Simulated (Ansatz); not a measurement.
The molecule BeS, multiplicity 3 (not the ground state: that is measured with 2S+1 = 1).

Constants: fifth-degree fit in 1/R to seven points, most abundant isotopes. Runs in def2 and cc sets follow the lowest solution found near the PBE0 minimum.

Programs: Ansatz (a program for electronic structure) with Gaussian orbitals. 

| level | r_e (Å) | ω_e (cm⁻¹) | ω_e x_e (cm⁻¹) | B_e (cm⁻¹) | dipole (D) |
|---|---|---|---|---|---|
| PBE/def2-TZVPP | 1.933 | 722 | 4.7 | 0.642 | 0.44 |
| PBE0/def2-TZVPP | 1.923 | 742 | 4.6 | 0.648 | 0.57 |
| wB97X-V/def2-TZVPP | 1.924 | 749 | 4.4 | 0.648 | 0.67 |
| CCSD/def2-TZVPP | 1.934 | 735 | 4.6 | 0.641 | - |
| CCSD(T)/def2-TZVPP | 1.937 | 729 | 4.6 | 0.639 | - |

Correlated levels freeze the inner cores; with def2 sets outer-core shells near the valence are correlated too.
